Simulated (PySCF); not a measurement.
# Reading the logs of faulty runs: FH3OSi2

Calculated results; nothing here was measured. They come from PySCF 2.14.0, an open-source quantum chemistry program, on an isolated molecule that a program drew, which may never have been made. The molecule is FH3OSi2 (charge 0, singlet), drawn as the SMILES string `F[SiH2]O[SiH]`.

Each row is a Hartree-Fock (HF) and frozen-core CCSD(T) single point in the cc-pV(D+d)Z basis, meant for a local HF minimum. Run 1 is clean. Each other run has one planted mistake out of seven kinds, and not every kind appears here: one electron removed, one electron added, multiplicity raised by two, geometry at a saddle point, minimal basis STO-3G, one bond length entered in bohr, all coordinates scaled. The reference is restricted for singlets and unrestricted otherwise, and also for a bond in bohr. Adding or removing an electron swaps singlet and doublet. Electrons count all cores. HOMO and LUMO are orbital energies over both spins, the gradient is its largest component, and the lowest frequency (negative if imaginary) is given only where the gradient is small. Bond lengths are over the 6 bonds as drawn. T1 is the CCSD diagnostic: over 0.02 (restricted) or 0.045 (unrestricted) a single reference is doubtful.

Geometry of the clean run:
```xyz
7
FH3OSi2, angstrom
F    -1.1943    2.1194    1.5954
Si   -0.8387    0.5605    1.4150
O    -1.5677    0.0224    0.0564
Si   -2.9976   -0.4420   -0.6555
H    -1.3547   -0.1413    2.5966
H     0.6142    0.4477    1.2678
H    -3.8708   -0.4384    0.6014
```

| run | electrons | basis functions | <S^2> | HOMO (eV) | LUMO (eV) | gradient (hartree/bohr) | lowest frequency (cm^-1) | mean bond (Å) | longest bond (Å) | T1 | HF (hartree) | CCSD(T) (hartree) | mistake |
|---|---|---|---|---|---|---|---|---|---|---|---|---|---|
| 1 | 48 | 89 | 0.000 | -9.25 | 0.91 | 6.8e-06 | 39 | 1.5615 | 1.663 | 0.0145 | -754.02650 | -754.62133 | no fault |
| 2 | 48 | 89 | 2.006 | -7.91 | 0.02 | 3.6e-02 | - | 1.5615 | 1.663 | 0.0179 | -753.98143 | -754.55186 | multiplicity raised by two |
| 3 | 47 | 89 | 0.773 | -17.22 | -7.44 | 6.8e-02 | - | 1.5615 | 1.663 | 0.0227 | -753.72098 | -754.28996 | ? |
| 4 | 48 | 89 | 0.000 | -9.17 | 0.97 | 2.0e-02 | - | 1.5349 | 1.635 | 0.0140 | -754.02420 | -754.61647 | ? |

**Which mistake was planted in run 3, and what did it cost?**

It counts 47 electrons, one fewer than the clean run, at the same geometry and basis. So the mistake is: one electron removed. Subtracting run 1 and multiplying by 627.51 kcal/mol a hartree, the energy moved by 191.7 kcal/mol in HF and 207.9 kcal/mol in CCSD(T).

**Which mistake was planted in run 4, and what did it cost?**

The mean and the longest bond both change by the same factor, 0.983, and the gradient is no longer small. So the mistake is: all coordinates scaled. Subtracting run 1 and multiplying by 627.51 kcal/mol a hartree, the energy moved by 1.4 kcal/mol in HF and 3.0 kcal/mol in CCSD(T).

